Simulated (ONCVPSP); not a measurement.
**PW91 ONCV dataset for Mg, scalar-relativistic all-electron reference.**

* Element: Mg (Z = 12)
* Generator: ONCVPSP 4.0.1
* Type: optimised norm-conserving Vanderbilt (ONCV)
* Functional: PW91
* Relativity: scalar-relativistic
* Frozen core: [He]
* Valence charge: 10
* Reference configuration: 2s2 2p6 3s2
* Partial waves: 2s+3s: rc 1.05 bohr, ncon 5, nbas 10, qcut 15 1/bohr, 3 projectors, debl 1 Ha; 2p: rc 0.95 bohr, ncon 5, nbas 10, qcut 18.2 1/bohr, 2 projectors, debl 4 Ha
* Local potential: polynomial inside 0.75 bohr (lpopt 3, dvloc0 2 Ha)
* Core correction: Teter function, fcfact 4.75, rcfact 1.1

**Question.** Estimate the cutoffs (Ha) at which the residual kinetic energy of the hardest occupied pseudo-wave falls to 1 and 0.1 mHa per electron.

**Answer.** 105 Ha and 123 Ha.

**Question.** Does the potential have ghost states?

**Answer.** No bound ghost flagged; no localised positive-energy state flagged.

**Question.** Which valence shell sets the plane-wave cutoff?

**Answer.** 2p: 105 Ha for 1 mHa per electron, against 62 Ha for 2s.

**Question.** Tests: 2s2 2p6 3s1; 2s2 2p6 3s0; 2s2 2p6 3s1.5; 2s2 2p6 3s0 3p2. Which has the largest error in its energy relative to the reference configuration, and how large is it?

**Answer.** 2s2 2p6 3s0, with -0.4 meV (all-electron minus pseudo) on +23.06 eV.
